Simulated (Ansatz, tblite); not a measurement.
Cost and result up the ladder for K₂I⁺ (3 atoms). Charge 1, multiplicity 1. Geometry: r2SCAN-D4/def2-TZVP.

```xyz
3

K    -2.7903    0.1983   -1.5996
K     2.7907   -0.1972    1.5991
I    -0.0004   -0.0011    0.0005
```

Ansatz on 4 threads of Arm Neoverse V2 on a shared host; xTB runs through tblite on one thread. Times are rough, summed over both states, and most runs start from the orbitals of an earlier one. RPA@PBE/def2-TZVP serves as the yardstick here, not as an exact answer. Differences are given only for rows in sets of like size (and for xTB, whose basis is part of the method), since another set adds its own error. The other state is a triplet at its own geometry, which has other bonds, so the gap mixes isomer and spin.

In the def2 sets I takes a core potential, while STO-3G treats all electrons; there is no spin–orbit coupling. The xTB rows come from tblite. Correlated methods freeze 14 core orbitals; core or outer-core shells of K, I are correlated, in sets that lack core-valence functions. At PBE0-D4/def2-TZVP a singlet of charge 1 lies 4.32 eV below the triplet, each at its own geometry. The structure comes from a short search, and lower isomers may exist.

Run but left out: HF/def2-TZVPP, MP2/def2-TZVPP, CCSD/def2-TZVPP, CCSD(T)/def2-TZVPP (flagged by the program: other roots).

Correlated methods converge slowly with the basis.

xTB has no spin-polarisation term.

```csv
level,functions,wall time
GFN1-xTB,17,0.002 s
GFN2-xTB,17,0.003 s
HF/STO-3G,53,1.1 s
MP2/def2-TZVP,116,3 s
HF/def2-TZVP,116,3.8 s
RPA@PBE/def2-TZVP,116,8.7 s
```

**Question.** Estimate what each level gives for the triplet − singlet (eV).

**Answer.** 
| level | triplet − singlet (eV) | difference from RPA@PBE/def2-TZVP (eV) |
| --- | --- | --- |
| GFN1-xTB | 5.88 | 1.86 |
| GFN2-xTB | 3.26 | -0.76 |
| HF/STO-3G | 4.99 | – |
| MP2/def2-TZVP | 4.80 | 0.78 |
| HF/def2-TZVP | 4.05 | 0.03 |
| RPA@PBE/def2-TZVP | 4.02 | 0.00 |
